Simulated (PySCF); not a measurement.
Molfile (atoms numbered from 1):
```
C3H6BNO2
     RDKit          3D

 13 12  0  0  0  0  0  0  0  0999 V2000
    2.2903   -0.6541   -1.7192 B   0  0  0  0  0  0  0  0  0  0  0  0
    1.1979   -0.4612   -0.6739 N   0  0  0  0  0  0  0  0  0  0  0  0
    0.3784   -0.3089    0.1196 C   0  0  0  0  0  0  0  0  0  0  0  0
   -0.6448   -0.1050    1.1440 C   0  0  0  0  0  0  0  0  0  0  0  0
   -1.2868    1.1441    0.9954 O   0  0  0  0  0  0  0  0  0  0  0  0
   -2.3933    1.1500    0.2240 C   0  0  0  0  0  0  0  0  0  0  0  0
   -2.8499    0.1931   -0.3193 O   0  0  0  0  0  0  0  0  0  0  0  0
    2.8518   -1.6978   -1.4133 H   0  0  0  0  0  0  0  0  0  0  0  0
    1.7186   -0.7250   -2.7973 H   0  0  0  0  0  0  0  0  0  0  0  0
    3.0224    0.3205   -1.6179 H   0  0  0  0  0  0  0  0  0  0  0  0
   -1.3704   -0.9323    1.0838 H   0  0  0  0  0  0  0  0  0  0  0  0
   -0.1605   -0.1064    2.1310 H   0  0  0  0  0  0  0  0  0  0  0  0
   -2.7991    2.1799    0.1923 H   0  0  0  0  0  0  0  0  0  0  0  0
  1  2  1  0
  2  3  3  0
  3  4  1  0
  4  5  1  0
  5  6  1  0
  6  7  2  0
  1  8  1  0
  1  9  1  0
  1 10  1  0
  4 11  1  0
  4 12  1  0
  6 13  1  0
M  CHG  2   1  -1   2   1
M  END
```

Geometry: PBE0-D3(BJ)/def2-SVP; GIAO shifts from PySCF 2.14.0 with density-fitted response routines, gas phase, non-relativistic, averaged over equivalent atoms.

At PBE0/pcSseg-1 (149 basis functions, 15 s wall time on 1 thread of an Arm Neoverse V2, shared host):
```tsv
atoms	δ (ppm)
B1	-36.9
N2	247.9
C6	163.2
C3	111.4
C4	45.9
O7	457.1
O5	195.8
H13	7.89
H11/H12	4.94
H8/H9/H10	2.22
```

Scale: ¹¹B (σ = 100.73 ppm) against BF3·OEt2; ¹⁵N (σ = 265.67 ppm) vs NH3; TMS for ¹³C (σ = 184.41 ppm), ¹H (σ = 31.27 ppm); ¹⁷O (σ = 334.56 ppm) vs H2O (reference shieldings calculated alike).

**Question.** What do these become at PBE0/pcSseg-2?

**Answer.** 
```json
{"atoms": "B1", "δ at PBE0/pcSseg-2": "-36.9", "change": "+0.0"}
{"atoms": "N2", "δ at PBE0/pcSseg-2": "247.2", "change": "-0.7"}
{"atoms": "C6", "δ at PBE0/pcSseg-2": "166.4", "change": "+3.2"}
{"atoms": "C3", "δ at PBE0/pcSseg-2": "113.3", "change": "+1.9"}
{"atoms": "C4", "δ at PBE0/pcSseg-2": "47.2", "change": "+1.3"}
{"atoms": "O7", "δ at PBE0/pcSseg-2": "443.3", "change": "-13.8"}
{"atoms": "O5", "δ at PBE0/pcSseg-2": "194.0", "change": "-1.8"}
{"atoms": "H13", "δ at PBE0/pcSseg-2": "8.01", "change": "+0.12"}
{"atoms": "H11/H12", "δ at PBE0/pcSseg-2": "4.98", "change": "+0.04"}
{"atoms": "H8/H9/H10", "δ at PBE0/pcSseg-2": "2.12", "change": "-0.10"}
```

Chemical shifts δ = σref − σ; ¹¹B (σref 99.07) vs BF3·OEt2; ¹⁵N (σref 261.69) against NH3; ¹³C (σref 184.13) and ¹H (σref 31.25) vs TMS; ¹⁷O (σref 328.15) against H2O, all at this level.

The largest change is at O7 (ester carbonyl oxygen). Cost: 336 basis functions, 58 s wall time on 1 thread of an Arm Neoverse V2, shared host. The order of the carbon signals is the same at both levels.

Unscaled 17O shifts of doubly bonded oxygen tend to come out too high, by tens of ppm or more. Experimental scales use liquid or dissolved standards, which lie at an offset from isolated NH3 (liquid NH3: subtract about 20 ppm) and H2O (liquid H2O: subtract about 36 ppm). Unscaled 15N shifts of sp2 nitrogen come out 20 to 40 ppm too high even then.
